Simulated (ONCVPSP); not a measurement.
Reading a pseudo-wave (iodine)

Columns: radius, all-electron u(r) and pseudo u(r) of the 4s shell (level -181.29 eV) of iodine in the configuration [Ar] 3d10 4s2 4p6 4d10 5s1.5 5p5.5; PBE, scalar-relativistic, ONCV scheme, ONCVPSP 4.0.1.

```json
{"r (bohr)": "0.065", "all-electron": "0.4671", "pseudo": "0.1090"}
{"r (bohr)": "0.130", "all-electron": "0.0674", "pseudo": "0.2271"}
{"r (bohr)": "0.195", "all-electron": "-0.6399", "pseudo": "0.3604"}
{"r (bohr)": "0.260", "all-electron": "-0.7507", "pseudo": "0.5102"}
{"r (bohr)": "0.325", "all-electron": "-0.3836", "pseudo": "0.6721"}
{"r (bohr)": "0.390", "all-electron": "0.1562", "pseudo": "0.8366"}
{"r (bohr)": "0.455", "all-electron": "0.6608", "pseudo": "0.9907"}
{"r (bohr)": "0.520", "all-electron": "1.0373", "pseudo": "1.1208"}
{"r (bohr)": "0.585", "all-electron": "1.2652", "pseudo": "1.2147"}
{"r (bohr)": "0.650", "all-electron": "1.3632", "pseudo": "1.2645"}
{"r (bohr)": "0.715", "all-electron": "1.3622", "pseudo": "1.2673"}
{"r (bohr)": "0.780", "all-electron": "1.2941", "pseudo": "1.2254"}
{"r (bohr)": "0.845", "all-electron": "1.1862", "pseudo": "1.1465"}
{"r (bohr)": "0.910", "all-electron": "1.0587", "pseudo": "1.0406"}
{"r (bohr)": "0.975", "all-electron": "0.9259", "pseudo": "0.9200"}
{"r (bohr)": "1.040", "all-electron": "0.7971", "pseudo": "0.7959"}
{"r (bohr)": "1.105", "all-electron": "0.6777", "pseudo": "0.6774"}
{"r (bohr)": "1.170", "all-electron": "0.5703", "pseudo": "0.5701"}
{"r (bohr)": "1.235", "all-electron": "0.4759", "pseudo": "0.4758"}
{"r (bohr)": "1.300", "all-electron": "0.3945", "pseudo": "0.3943"}
{"r (bohr)": "1.365", "all-electron": "0.3251", "pseudo": "0.3250"}
{"r (bohr)": "1.430", "all-electron": "0.2667", "pseudo": "0.2666"}
{"r (bohr)": "1.495", "all-electron": "0.2179", "pseudo": "0.2178"}
{"r (bohr)": "1.560", "all-electron": "0.1774", "pseudo": "0.1773"}
{"r (bohr)": "1.625", "all-electron": "0.1440", "pseudo": "0.1440"}
{"r (bohr)": "1.690", "all-electron": "0.1166", "pseudo": "0.1165"}
```

How many radial nodes do the two functions have?

The all-electron 4s function has n − l − 1 = 3 (the table is too coarse to show those close to the nucleus); the pseudo-wave has 0, since the states of the same l below it are removed with the core.

At about which radius was the pseudo-wave matched?

1.15 bohr, where the columns begin to agree (steps of 0.07 bohr).

Is the pseudo-wave norm-conserving?

Yes: the ONCV scheme keeps the norm inside the radius equal to the all-electron one, which fixes the energy derivative of the logarithmic derivative at the level.
